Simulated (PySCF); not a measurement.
Electrostatic potential from atomic charges

Species: `c1c([SiH3])sc(c1CCC)F`. Coordinates (GFN2-xTB, Å) and charges (e) from the PBE0/pcSseg-1 density (PySCF):

| atom | x | y | z | Mulliken | IAO | Hirshfeld | ESP-fitted |
| --- | --- | --- | --- | --- | --- | --- | --- |
| C1 | -2.047 | 0.660 | 1.378 | -0.2763 | -0.4195 | -0.1212 | -0.2947 |
| C2 | -2.486 | -0.178 | 0.185 | -0.2704 | -0.2433 | -0.0651 | +0.2782 |
| C3 | -1.431 | -1.222 | -0.207 | -0.0663 | -0.2598 | -0.0670 | -0.3125 |
| C4 | -0.162 | -0.571 | -0.663 | -0.3314 | -0.0689 | -0.0315 | +0.0613 |
| C5 | 1.016 | -0.425 | 0.110 | +0.0553 | -0.1622 | -0.0643 | -0.2922 |
| C6 | 2.034 | 0.239 | -0.507 | -0.5598 | -0.4425 | -0.1347 | -0.2298 |
| Si7 | 3.749 | 0.642 | 0.137 | +0.6061 | +0.6156 | +0.3042 | +0.4501 |
| S8 | 1.565 | 0.724 | -2.110 | +0.2668 | +0.3159 | +0.0934 | +0.0331 |
| C9 | 0.009 | 0.009 | -1.882 | +0.1706 | +0.1250 | +0.0542 | +0.1164 |
| F10 | -0.894 | 0.056 | -2.868 | -0.2543 | -0.2475 | -0.0706 | -0.1028 |
| H11 | -1.874 | 0.027 | 2.246 | +0.1022 | +0.1322 | +0.0363 | +0.0663 |
| H12 | -1.127 | 1.196 | 1.155 | +0.1311 | +0.1409 | +0.0313 | +0.0865 |
| H13 | -2.815 | 1.387 | 1.632 | +0.1186 | +0.1431 | +0.0417 | +0.0594 |
| H14 | -3.417 | -0.696 | 0.425 | +0.1174 | +0.1330 | +0.0391 | -0.0342 |
| H15 | -2.677 | 0.472 | -0.671 | +0.1281 | +0.1360 | +0.0334 | -0.0287 |
| H16 | -1.831 | -1.840 | -1.015 | +0.1319 | +0.1498 | +0.0418 | +0.0896 |
| H17 | -1.215 | -1.865 | 0.648 | +0.1155 | +0.1389 | +0.0436 | +0.1199 |
| H18 | 1.104 | -0.811 | 1.110 | +0.0700 | +0.1585 | +0.0550 | +0.2125 |
| H19 | 3.805 | 0.147 | 1.512 | -0.0962 | -0.1105 | -0.0689 | -0.0964 |
| H20 | 4.742 | -0.025 | -0.706 | -0.0785 | -0.1173 | -0.0753 | -0.0924 |
| H21 | 3.943 | 2.092 | 0.091 | -0.0804 | -0.1172 | -0.0754 | -0.0896 |

Points outside the species (Å): A (1.2, -0.3, 5.2); B (-8.1, 4.9, -2.2); C (-3.9, 8.5, -0.5); D (1.3, 1.6, -9.5); E (-0.4, 4.2, 0.0).

Question: Find the potential V = 14.3996 V·Å × Σ q/r of each set of charges at these points.

Answer: In volts:

```json
{"point": "A", "nearest atom": "H18", "distance (Å)": "4.12", "Mulliken": "+0.068", "IAO": "+0.052", "Hirshfeld": "+0.006", "ESP-fitted": "+0.108"}
{"point": "B", "nearest atom": "H15", "distance (Å)": "7.17", "Mulliken": "-0.053", "IAO": "-0.057", "Hirshfeld": "-0.014", "ESP-fitted": "-0.009"}
{"point": "C", "nearest atom": "H13", "distance (Å)": "7.50", "Mulliken": "-0.024", "IAO": "-0.027", "Hirshfeld": "-0.009", "ESP-fitted": "-0.016"}
{"point": "D", "nearest atom": "F10", "distance (Å)": "7.15", "Mulliken": "-0.083", "IAO": "-0.033", "Hirshfeld": "-0.001", "ESP-fitted": "-0.056"}
{"point": "E", "nearest atom": "H12", "distance (Å)": "3.30", "Mulliken": "-0.105", "IAO": "-0.083", "Hirshfeld": "-0.031", "ESP-fitted": "-0.083"}
```

Question: How far are the other sets from the ESP-fitted one at these points?

Answer: Root-mean-square difference: Mulliken 0.031 V, IAO 0.035 V, Hirshfeld 0.057 V. The ESP scheme fits charges at the nuclei, held to the total charge, to the electrostatic potential on points at 1.4 to 2.0 times the van der Waals radii.

Question: What energy would a point charge of +2 e have at A in the field of the ESP charges, leaving out polarisation?

Answer: +0.215 eV = +20.8 kJ/mol, a repulsion.

Geometry: GFN2-xTB, one conformer, isolated molecule.

The values belong to the conformer `[CH3:1][CH2:2][CH2:3][c:4]1[cH:5][c:6]([SiH3:7])[s:8][c:9]1[F:10]`: C1–C2–C3–C4 -64°, C2–C3–C4–C5 101°.
